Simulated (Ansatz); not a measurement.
Relaxation of AlClH6OSi2 (11 atoms, charge 0, multiplicity 1), to a largest force component of 0.015 eV/Å in at most 40 steps.

Level of theory: RKS PBE/def2-SVP in Ansatz.

```xyz
11
Properties=species:S:1:pos:R:3
O -1.194 1.575 -0.542
Si -0.766 0.041 -0.076
Si 0.683 -0.756 -1.557
Al 0.329 0.147 2.047
Cl 2.085 1.337 2.321
H -1.955 1.886 0.086
H -1.911 -0.836 -0.024
H 0.140 -0.795 -2.884
H 1.896 0.142 -1.534
H 1.129 -2.106 -1.108
H -0.371 -0.692 3.291
```

**Question.** Where does it end, and by what steps?

**Answer.** The run converged. After 28 steps the energy has fallen by 0.561 eV; Cl5 moved furthest, 2.02 Å.

| step | energy less start (eV) | largest force component (eV/Å) | accepted |
| --- | --- | --- | --- |
| 0 | 0.0000 | 2.347 | yes |
| 1 | -0.4030 | 0.850 | yes |
| 2 | -0.4580 | 0.179 | yes |
| 3 | -0.4630 | 0.139 | yes |
| 4 | -0.4657 | 0.116 | yes |
| 5 | -0.4681 | 0.113 | yes |
| 6 | -0.4693 | 0.089 | yes |
| 7 | -0.4713 | 0.075 | yes |
| 8 | -0.4730 | 0.235 | yes |
| 9 | -0.4761 | 0.213 | yes |
| 10 | -0.4834 | 0.183 | yes |
| 11 | -0.4869 | 0.369 | yes |
| 12 | -0.4955 | 0.314 | yes |
| 13 | -0.5105 | 0.121 | yes |
| 14 | -0.5218 | 0.354 | yes |
| 15 | -0.5269 | 0.527 | yes |
| 16 | -0.5403 | 0.225 | yes |
| 17 | -0.5484 | 0.144 | yes |
| 18 | -0.5518 | 0.270 | yes |
| 19 | -0.5557 | 0.210 | yes |
| 20 | -0.5583 | 0.063 | yes |
| 21 | -0.5591 | 0.049 | yes |
| 22 | -0.5598 | 0.039 | yes |
| 23 | -0.5601 | 0.049 | yes |
| 24 | -0.5604 | 0.024 | yes |
| 25 | -0.5606 | 0.030 | yes |
| 26 | -0.5607 | 0.030 | yes |
| 27 | -0.5607 | 0.023 | yes |
| 28 | -0.5607 | 0.006 | yes |

```xyz
11
Properties=species:S:1:pos:R:3
O -1.087 1.658 -0.475
Si -0.765 0.042 -0.060
Si 0.613 -0.948 -1.699
Al 0.277 0.098 2.167
Cl 0.300 2.134 2.843
H -0.931 2.272 0.269
H -2.042 -0.773 -0.023
H 0.006 -0.863 -3.074
H 1.967 -0.289 -1.730
H 0.805 -2.402 -1.343
H 0.923 -0.987 3.144
```

The run took 49 s on 2 threads of Intel(R) Xeon(R) Platinum 8488C (Sapphire Rapids), with other jobs on the host, peak memory 0.18 GiB.
